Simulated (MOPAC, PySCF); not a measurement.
HBBr2O, SMILES `OB(Br)Br` (H–O–B–Br torsion 0°), neutral singlet in the gas phase. 

Cartesian coordinates (Å):
```xyz
5

O     -0.9689    -0.5631    -0.0164
B      0.2762    -0.0758    -0.0031
Br     0.6042     1.8202     0.0616
Br     1.7384    -1.2982    -0.0498
H     -1.6499     0.1169     0.0077
```
Charge 0, multiplicity 1.

All levels are single points at this geometry (PBE0-D3(BJ)/def2-TZVP); Pople sets use spherical d functions. Orbital energies aren't observables, and empty levels follow the basis.

B3LYP/LANL2DZ in PySCF gives dipole (D) = 2.26.

Problem. Estimate the dipole (D) from each of these levels: PBE0-D3(BJ)/def2-TZVP in PySCF; ωB97X-D3(BJ)/def2-TZVP in PySCF; B3LYP/3-21G in PySCF; B3LYP/6-31G* in PySCF; M06-2X/6-31G* in PySCF; HF/STO-3G in PySCF; PM6 in MOPAC; PM7 in MOPAC.

Solution. 
| level | dipole (D) |
|---|---|
| PBE0-D3(BJ)/def2-TZVP in PySCF | 1.76 |
| ωB97X-D3(BJ)/def2-TZVP in PySCF | 1.81 |
| B3LYP/3-21G in PySCF | 2.27 |
| B3LYP/6-31G* in PySCF | 2.01 |
| M06-2X/6-31G* in PySCF | 2.08 |
| HF/STO-3G in PySCF | 2.29 |
| PM6 in MOPAC | 2.03 |
| PM7 in MOPAC | 1.95 |
